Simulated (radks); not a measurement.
The numbers below are computed, except where a source is named.
Polarisability of the gallium ion Ga3+, [Ar] 3d10, at imaginary frequency. Level of theory: scalar-relativistic Kohn-Sham, PBE, spin-unpolarised, spherical densities, finite nucleus; Fermi nuclear charge, rms radius 3.9973 fm (a radial shooting solver on a logarithmic mesh with Libxc functionals). Response by self-consistent Sternheimer equations with the Hartree and adiabatic LDA kernel, the relativistic mass of each level held fixed and spin-orbit coupling left out.

w (hartree)  alpha1(iw) (bohr^3)  alpha2(iw) (bohr^5)
0.00266                    1.507                3.241
0.0143                     1.506                3.240
0.0360                     1.506                3.235
0.0697                     1.503                3.218
0.118                      1.496                3.175
0.186                      1.481                3.086
0.280                      1.450                2.921
0.413                      1.392                2.659
0.605                      1.293                2.305
0.892                      1.140                1.898
1.35                      0.9347                1.477
2.12                      0.6905                1.054
3.59                      0.4311               0.6426
6.94                      0.1986               0.2881
17.5                     0.04967              0.06694

Static values: alpha1 = 1.507 bohr^3 (0.2232 angstrom^3; uncoupled 1.855), alpha2 = 3.241 bohr^5, alpha3 = 8.933 bohr^7. C6 = 3.374, C8 = 29.01, triple-dipole C9 = 3.406 atomic units. One-pole (London) frequency 4 C6 / (3 alpha1^2) = 1.982 hartree, against 1.929 for minus the highest occupied eigenvalue.
